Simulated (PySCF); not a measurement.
**Diatomics of Ge with the fourth-period p block**

PBE with triple-zeta basis sets in PySCF, for the lowest determinant that a PBE0 search found; no spin–orbit coupling. De refers to high-spin ground-configuration atoms. A positive dipole means M(−)Ge(+).

| M | basis | state (unpaired electrons) | Re (Å) | ωe (cm⁻¹) | De (eV) | μ (D) |
| --- | --- | --- | --- | --- | --- | --- |
| Ge | def2-TZVPP | triplet (π ↑↑) | 2.421 | 273 | 3.21 | n/a |
| As | def2-TZVPPD | doublet (π ↑) | 2.272 | 339 | 3.43 | 0.87 |
| Se | x2c-TZVPPall | singlet (closed shell) | 2.162 | 390 | 5.42 | 1.77 |
| Br | def2-TZVPP | doublet (π ↑) | 2.347 | 285 | 3.88 | 1.46 |

The shortest bond is that of GeSe (2.162 Å), the longest that of Ge2 (2.421 Å).

The rows differ in basis set, which adds steps of its own.

The state changes along the series, so neighbouring rows are not always alike in their bonding.

Spin–orbit coupling is left out. States were picked by a PBE0 search and need not be the measured ground states.
